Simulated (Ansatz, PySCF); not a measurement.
C₄H₅Si (SMILES [C]1=CC=C[SiH2]1), doublet, geometry from GFN2-xTB, with bond 6-2 at 2.4 times its length. Base run: CASSCF(3,3)/STO-3G run with PySCF.

PySCF was given this input:
```python
from pyscf import gto, scf, mcscf
import numpy

mol = gto.Mole()
mol.atom = '''
    C     0.450157   -1.249503   -0.253177
    C    -0.851159   -1.190090   -0.474346
    C    -1.451863    0.129664   -0.229754
    C    -0.615959    1.090336    0.180268
    Si    1.145825    0.400134    0.316118
    H    -2.351557   -3.146221   -1.272489
    H    -2.514400    0.262416   -0.387741
    H    -0.955335    2.092226    0.387204
    H     2.071071    0.995727   -0.643483
    H     1.646384    0.370453    1.687323
'''
mol.basis = 'sto-3g'
mol.charge = 0
mol.spin = 1
mol.verbose = 4
mol.build()

mf = scf.ROHF(mol)
mf.kernel()
mc = mcscf.CASSCF(mf, 3, 3)
mc.fix_spin_(ss=0.75)
mc.kernel()
occ = numpy.linalg.eigvalsh(mc.fcisolver.make_rdm1(mc.ci, mc.ncas, mc.nelecas))[::-1]
ss = mc.fcisolver.spin_square(mc.ci, mc.ncas, mc.nelecas)[0]
print('natural occupations', occ.round(4), ' <S^2>', round(ss, 4))
```

Programs used: Ansatz (a quantum-chemistry and plane-wave program), PySCF; a row that names a program was run with it.

Variants of this job, named by their change:

| change | ΔE vs base (mEh) | natural occupations | <S^2> of the state |
|---|---|---|---|
| base | 0.000 | 1.88 1.00 0.12 | 0.75 |
| orbitals = fixed (CASCI); correction = SC-NEVPT2 | -327.7 | 1.99 1.00 0.01 | 0.75 |
| active space = 7 electrons, 6 orbitals | -82.106 | 2.00 1.88 1.65 1.00 0.35 0.12 | 0.75 |
| code = ansatz | -40.083 | - | - |
| active space = 5 electrons, 6 orbitals | -104.7 | 1.86 1.69 1.00 0.31 0.14 0.00 | 0.75 |
| active space = 9 electrons, 7 orbitals | -83.640 | 2.00 2.00 1.88 1.65 1.00 0.35 0.12 | 0.75 |
| conv_tol = 1e-5 | 0.000 | 1.88 1.00 0.12 | 0.75 |
| code = ansatz; correction = SC-NEVPT2, all electrons | -313.8 | - | - |
| solver = newton | 38.630 | 1.98 1.00 0.02 | 0.75 |
| state_average = 2 states | 40.416 | - | - |
| active space = 5 electrons, 7 orbitals | -104.9 | 1.86 1.69 1.00 0.31 0.14 0.00 0.00 | 0.75 |

Active orbitals are taken around the Fermi level unless the row says otherwise; CASSCF can end in different local minima, and two programs can end on different orbitals. State-averaged rows give the lowest state.

Open shells are given as the SCF converged; they aren't shown to be the lowest states, and a large step between rows can be another state.
